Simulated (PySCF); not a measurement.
SMILES [se]1cccc1C(c1ccc[se]1)=O (C9H6OSe2), GFN2-xTB optimised geometry.

```
18

O     -1.20    -2.31     0.00
C     -0.61    -1.24     0.00
C     -1.38     0.01     0.00
C     -2.75     0.01     0.00
C     -3.36     1.27     0.00
C     -2.49     2.32     0.00
Se    -0.72     1.76     0.00
C      0.86    -1.24     0.00
C      1.58    -2.41     0.00
C      2.98    -2.26     0.00
C      3.41    -0.97     0.00
Se     2.01     0.24     0.00
H     -3.30    -0.92     0.00
H     -4.43     1.41     0.00
H     -2.74     3.36     0.00
H      1.08    -3.36     0.00
H      3.65    -3.10     0.00
H      4.43    -0.64     0.00
```

Density from PySCF with CAM-B3LYP/def2-SVP at that geometry.

Minimum of the electron density along straight lines between bonded atoms, close to the bond critical point (lines longer than 1.1 times the sum of covalent radii, or with two minima, are not listed):

| bond | length / Å | ρ at the minimum / e bohr⁻³ | ∇²ρ there / e bohr⁻⁵ | position (fraction from the first atom) |
|---|---|---|---|---|
| O1–C2 | 1.222 | (withheld) | 0.19 | 0.67 |
| C2–C3 | 1.467 | 0.276 | -0.69 | 0.50 |
| C3–C4 | 1.376 | 0.317 | -0.79 | 0.51 |
| C4–C5 | 1.405 | 0.304 | -0.78 | 0.50 |
| C5–C6 | 1.363 | 0.323 | -0.82 | 0.49 |
| C3–Se7 | 1.872 | 0.169 | -0.19 | 0.49 |
| C6–Se7 | 1.847 | 0.177 | -0.21 | 0.49 |
| C2–C8 | 1.467 | 0.276 | -0.69 | 0.50 |
| C8–C9 | 1.376 | 0.317 | -0.79 | 0.51 |
| C9–C10 | 1.404 | 0.304 | -0.78 | 0.50 |
| C10–C11 | 1.363 | 0.323 | -0.82 | 0.49 |
| C8–Se12 | 1.872 | 0.169 | -0.19 | 0.49 |
| C11–Se12 | 1.847 | 0.177 | -0.21 | 0.49 |
| C4–H13 | 1.077 | 0.287 | -1.15 | 0.65 |
| C5–H14 | 1.077 | 0.284 | -1.11 | 0.64 |
| C6–H15 | 1.076 | 0.284 | -1.12 | 0.65 |
| C9–H16 | 1.077 | 0.287 | -1.15 | 0.65 |
| C10–H17 | 1.077 | 0.284 | -1.11 | 0.64 |
| C11–H18 | 1.076 | 0.284 | -1.12 | 0.65 |

Question: Complete the blanks.

Answer: 
- O1–C2, ρ at the minimum / e bohr⁻³: 0.402
